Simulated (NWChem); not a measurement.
CH5ClO2Si; SMILES CO[Si@H](O)Cl

```xyz
10

C      0.8636     2.0211     0.5289
O      0.3400     1.3856    -0.6262
Si    -0.4908    -0.0490    -0.6179
O     -1.8899     0.0097     0.2862
Cl     0.7189    -1.5396     0.2148
H      1.6059     1.3749     1.0485
H      0.0599     2.2848     1.2522
H      1.3709     2.9552     0.2152
H     -0.8052    -0.3384    -2.0375
H     -1.8542    -0.4524     1.1416
```
Atoms are numbered in this order, from 1.

Computed with NWChem. Structure relaxed at the PBE-D3(BJ)/def2-SVP level. Level: PBE/def2-SVP with SMD (1 M gas to 1 M solution), gas-phase geometry. Reactions with the solvent are ignored.

For solvent anisole:

```
Item                              Result
--------------------------------  ------
solvation free energy (kcal/mol)    -3.9
dipole in solution (D)              1.99
```

### Question
Estimate the same quantities for solvent acetone.

### Answer
The solvation free energy (kcal/mol) is -5.2. The dipole in solution (D) is 2.10.
